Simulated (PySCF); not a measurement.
## ORD: `C[C@@H](N)[C@H]1C[C@@H]1S`, C$_{5}$H$_{11}$NS

Cartesian coordinates in Å; atom numbers follow the order of the lines, from 1:
```xyz
18

C    -2.083    0.293   -0.101
C    -0.761   -0.480   -0.215
N    -0.526   -1.051   -1.534
C     0.401    0.427    0.134
C     0.841    0.598    1.556
C     1.691   -0.178    0.600
S     3.249    0.547    0.062
H    -2.925   -0.360   -0.326
H    -2.093    1.127   -0.801
H    -2.205    0.684    0.905
H    -0.779   -1.319    0.492
H    -1.283   -1.678   -1.785
H    -0.494   -0.314   -2.231
H     0.481    1.298   -0.506
H     1.191    1.571    1.868
H     0.324    0.049    2.329
H     1.751   -1.251    0.709
H     3.211    0.039   -1.168
```

Computed with TDDFT wB97X-D/aug-cc-pVDZ circular dichroism and optical rotation, one conformer, gas phase (PySCF 2.14.0). Geometry: GFN2-xTB.

The molecule is flexible and this is one conformer; a measurement averages over conformers.

Stereocentres: C2 R, C4 R, C6 S.

(1) Give the optical rotatory dispersion at 633, 589.3, 546, 436, 405, 365, 355 nm.

(2) And for the mirror image at 589.3 nm?

(3) What is the molar rotation [Φ] = [α]·M/100 of the geometry above at 589.3 nm?

Answers

(1) [α] in deg dm⁻¹ (g/mL)⁻¹:
```csv
λ (nm),origin-invariant length gauge,modified velocity gauge,length gauge (centre of mass),isotropic polarisability (au)
633,-11.4,-9.4,-12.1,92.4
589.3,-13.0,-10.5,-13.7,92.7
546,-14.8,-11.7,-15.6,93.2
436,-19.9,-14.2,-21.3,95.0
405,-20.7,-13.3,-22.2,95.9
365,-18.5,-8.0,-20.4,97.4
355,-16.7,-5.0,-18.7,97.9
```

(2) +13.0 deg dm⁻¹ (g/mL)⁻¹ (origin-invariant length gauge): the same size and the opposite sign.

(3) With M = 117.21 g/mol, -15.2 deg cm² dmol⁻¹ (origin-invariant length gauge).

The first excitation lies at 5.61 eV (221 nm) with R = +2.6 × 10⁻⁴⁰ esu² cm² (velocity form).
